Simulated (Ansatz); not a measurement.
Species: CHO$_{2}$, SMILES `O=[C]O` (O–C–O–H torsion 0°) (charge 0, multiplicity 2).

Task: Give a relaxed geometry from PBE0-D3(BJ)/def2-TZVP run with Ansatz (a quantum-chemistry and plane-wave program).

Result: One answer among several that fit: the end point of this relaxation, one of several conformers (outside a Z-matrix the atoms follow the SMILES, hydrogens last).
Z-matrix (Å, degrees):
```
C
O 1 1.1788
O 1 1.3160 2 130.93
H 3 0.9754 1 109.31 2 0.00
```
